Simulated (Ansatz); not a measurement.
A structure relaxed at PBE0-D4/def2-TZVP, charge 0, multiplicity 1:

```csv
atom,x (Å),y (Å),z (Å)
B1,-0.308,0.056,-1.605
Si2,0.186,0.150,0.336
O3,0.115,-1.273,1.145
O4,-0.779,1.185,1.137
F5,1.710,0.653,0.374
H6,-0.997,0.877,-2.131
H7,0.103,-0.837,-2.285
H8,0.764,-1.946,0.933
H9,-0.795,1.135,2.095
```

(1) Give its formula and SMILES.

(2) Summarise the bond lengths by kind.

Answers

(1) BFH4O2Si, `B[Si](O)(O)F`.

(2) 1 × B–Si 2.005 Å; 2 × B–H 1.193 to 1.196 Å; 2 × O–Si 1.626 to 1.639 Å; 1 × F–Si 1.605 Å; 2 × H–O 0.958 to 0.959 Å.

All numbers were calculated with Ansatz.
